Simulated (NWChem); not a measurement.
System: HfH3F; SMILES [F][HfH3]

Program: NWChem. All runs use the structure optimised with PBE0/def2-SVP. def2 effective core potentials on Hf; no spin-orbit coupling. Vertical excitations in the gas phase; the lowest state need not have the same character in each row.

For level PBE0/def2-SVP, TDA:

```yaml
lowest excitation, singlet (eV): 4.54
lowest triplet (eV): 4.15
orbital gap (eV): 6.53
```

Question: What are these values for level PBE/def2-SVP, TDA?

Answer: The lowest excitation, singlet (eV) is 4.26, the lowest triplet (eV) is 3.90 and the orbital gap (eV) is 4.25.
